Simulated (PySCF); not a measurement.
Computed IR spectrum (relative IR intensity) of a molecule C3H4BrCl. Geometry: PBE-D3(BJ)/def2-SVP. One conformer was computed; it need not be the lowest. These are PBE-D3(BJ)/def2-SVP in PySCF values and carry that method's errors. Frequencies are harmonic and unscaled.

Lines under 2 % of the strongest are left out, and lines within 2 cm⁻¹ are merged.

ν (cm⁻¹): 190 (vw), 364 (vw), 424 (w), 697 (m), 718 (vs), 762 (s), 966 (m), 1054 (vs), 1339 (m), 1392 (m), 1640 (w), 2975 (w), 3054 (w), 3094 (vw), 3165 (w) (against the strongest line: vs over 80 %, s over 45 %, m over 15 %, w over 4 %, vw less)

Question: Identify the compound among the candidates.
(A) C/C=C(\Cl)Br
(B) C/C(Cl)=C\Br
(C) C/C(Br)=C\Cl
(D) ClC1(Br)CC1

Answer: B, C/C(Cl)=C\Br
